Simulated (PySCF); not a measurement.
Computed Raman spectrum (relative Raman activity) of a molecule CH₃F₃OSi. Geometry optimised at ωB97X-D3(BJ)/def2-SVP. The values are those of a single conformer. Level of theory: ωB97X-D3(BJ)/def2-SVP (PySCF). Frequencies are harmonic and unscaled.

Lines under 2 % of the strongest are left out, and lines within 2 cm⁻¹ are merged.

| ν (cm⁻¹) | relative intensity |
|---|---|
| 697 | 8.4 |
| 813 | 2.4 |
| 1076 | 4.2 |
| 1240 | 8.0 |
| 1462 | 11 |
| 3088 | 100 |
| 3155 | 65 |
| 3902 | 37 |

**Question.** Identify the compound among the candidates.
A) O[Si](F)(F)CF
B) CO[Si](F)(F)F
C) OC[Si](F)(F)F
D) O[SiH2]C(F)(F)F

**Answer.** A, O[Si](F)(F)CF
